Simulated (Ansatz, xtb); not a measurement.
# Relative energy of two isomers of F2GeH3Sb

Structure a: `[F][GeH2][SbH][F]`, a singlet. Structure b: `[F][GeH]([F])[SbH2]`, a singlet. Both are isolated molecules in the gas phase, relaxed with PBE0-D3(BJ)/def2-SVP; the shapes shown needn't be the lowest conformers.

a (Å):

```yaml
atoms:
  - { symbol: F, position_ang: [-0.7663, 3.2977, 1.3533] }
  - { symbol: F, position_ang: [-0.1539, -1.1465, -0.2343] }
  - { symbol: Ge, position_ang: [0.1330, 1.8585, 0.9149] }
  - { symbol: Sb, position_ang: [-1.5701, 0.2049, -0.2332] }
  - { symbol: H, position_ang: [0.7354, 1.3012, 2.2164] }
  - { symbol: H, position_ang: [1.2314, 2.3176, -0.0625] }
  - { symbol: H, position_ang: [-2.1817, -0.2277, 1.3189] }
```

b (Å):

```xyz
7

F    -1.2958   -2.0825    0.0423
F    -1.4144   -0.3986    2.2011
Ge   -0.3315   -1.4557    1.3458
Sb    1.5628    0.0094    0.3087
H    -0.0505   -2.6415    2.2857
H     2.4262   -1.4309   -0.0507
H     2.2972    0.0857    1.8591
```

Quicker runs give these differences E(b) − E(a): GFN2-xTB −0.5 kcal/mol; HF/STO-3G −7.1 kcal/mol (at GFN2-xTB geometries); r2SCAN-D4/def2-SVP −16.5 kcal/mol (at GFN2-xTB geometries).

Task: Estimate E(b) − E(a) at the level CCSD(T)/def2-SVP + ΔMP2/def2-TZVPP.

Result: Calculated at CCSD(T)/def2-SVP + ΔMP2/def2-TZVPP: E(b) − E(a) = −16.7 kcal/mol, so structure b lies lower.

How the difference moves with the method:

| level | geometry | E(b) − E(a) (kcal/mol) | departure from the last row (kcal/mol) | job, with rough time for the two |
| --- | --- | --- | --- | --- |
| GFN2-xTB | GFN2-xTB | −0.5 | +16.1 | optimisation, 0.61 s |
| HF/STO-3G | GFN2-xTB | −7.1 | +9.6 | single point, 2.4 s |
| r2SCAN-D4/def2-SVP | GFN2-xTB | −16.5 | +0.2 | single point, 6.3 s |
| PBE0-D3(BJ)/def2-SVP | PBE0-D3(BJ)/def2-SVP | −17.5 | −0.8 | optimisation, 1.7 min |
| HF/def2-SVP | PBE0-D3(BJ)/def2-SVP | −17.0 | −0.3 | part of the CCSD(T) run |
| MP2/def2-SVP | PBE0-D3(BJ)/def2-SVP | −18.9 | −2.2 | part of the CCSD(T) run |
| CCSD(T)/def2-SVP | PBE0-D3(BJ)/def2-SVP | −18.2 | −1.6 | single point |
| CCSD(T)/def2-SVP + ΔMP2/def2-TZVPP | PBE0-D3(BJ)/def2-SVP | −16.7 |  | single point, 70 s |

As drawn, b has 1 F–Ge, 1 Sb–H in place of 1 F–Sb, 1 Ge–H.

None of the levels shown reverses the order. The largest departure from CCSD(T)/def2-SVP + ΔMP2/def2-TZVPP is that of GFN2-xTB, 16.1 kcal/mol. The last row adds to CCSD(T) the change of the MP2 difference between the two basis sets, here +1.6 kcal/mol.

With harmonic frequencies from PBE0-D3(BJ)/def2-SVP (ideal gas, rigid rotor, one conformer each, 298.15 K, 1 atm): on the last row, ΔE + ΔZPE = −17.1 kcal/mol. A mode under 50 cm⁻¹ makes harmonic enthalpies and free energies unreliable, so none is given.

The correlated steps freeze 15 core orbitals; the filled d shell of Ge and Sb is correlated, in a basis made for valence electrons. Atoms past krypton carry core potentials in the def2 sets, other sets are all-electron and non-relativistic, and no spin–orbit term is included. Codes used: Ansatz 0.2.0, xtb 6.7.1; the last row on 1 thread of Intel(R) Xeon(R) Platinum 8259CL CPU @ 2.50GHz (Skylake/Cascade Lake) on a shared host.
